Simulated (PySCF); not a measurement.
Isomers C9H13N:

A. `C1(C)=C(N)C(CC)=CC=C1`
B. SMILES CCN(C)c1ccccc1
C. `c1(N(C)C)c(C)cccc1`

Spectrum 1. $^{1}$H NMR (500 MHz, computed): δ 7.30 (m, 2H), 6.75 (t, 1H), 6.52 (d, 2H), 3.32 (q, 2H), 2.87 (s, 3H), 1.02 (t, 3H). $^{13}$C{$^{1}$H} NMR (computed): δ 150.2 (C), 135.0 (CH), 120.0 (CH), 114.1 (CH), 47.9 (CH2), 38.7 (CH3), 10.8 (CH3).

Spectrum 2. $^{1}$H NMR (500 MHz, computed): δ 7.08 (d, 1H), 7.03 (d, 1H), 6.74 (m, 1H), 3.17 (br s, 2H), 2.37 (q, 2H), 2.13 (s, 3H), 1.12 (t, 3H). $^{13}$C{$^{1}$H} NMR (computed): δ 147.2 (C), 134.1 (CH), 133.5 (CH), 129.0 (C), 123.0 (C), 121.9 (CH), 29.8 (CH2), 19.4 (CH3), 14.3 (CH3).

Spectrum 3. $^{1}$H NMR (500 MHz, computed): δ 7.29 (d, 1H), 7.22 (m, 1H), 7.05 (m, 1H), 6.89 (d, 1H), 2.54 (s, 6H), 2.33 (s, 3H). $^{13}$C{$^{1}$H} NMR (computed): δ 156.8 (C), 136.5 (CH), 136.5 (C), 131.8 (CH), 127.2 (CH), 122.9 (CH), 43.0 (CH3), 20.2 (CH3).

PySCF calculation with structure optimised with PBE0-D3(BJ)/def2-SVP and shielding tensors at PBE0/pcSseg-1 (GIAO); averaged over atoms made equivalent by symmetry, fast rotation or ring inversion, no relativistic terms, isolated molecule, single conformer.

Chemical shifts δ = σref − σ; TMS for $^{1}$H and $^{13}$C, all at this level. Where no couplings were computed, multiplicities follow the n + 1 count of equivalent neighbours, and m marks all less simple cases (inequivalent or close neighbours, rings, F or P nearby). Shifts are as computed. Against solution values, carbons near 30 ppm lie about +2 ppm off and those near 130 ppm about +5 ppm. Of 1211 compounds with measured shifts, 218 miss one by over three times the rms of a fit or turn the order of signals round; such compounds aren't used in these exercises. OH and NH positions are gas-phase values without hydrogen bonding to other molecules.

Match each spectrum to its structure.

Results:

1–B, 2–A, 3–C.

- Spectrum 1 (B): 7 $^{13}$C signals; δC 150.2 is an aromatic carbon bearing nitrogen; δC 135.0 is an aromatic CH.
- Spectrum 2 (A): 9 $^{13}$C signals; δC 147.2 is an aromatic carbon bearing nitrogen; δC 134.1 is an aromatic CH.
- Spectrum 3 (C): 8 $^{13}$C signals; δC 156.8 is an aromatic carbon bearing nitrogen; δC 136.5 is an aromatic CH.
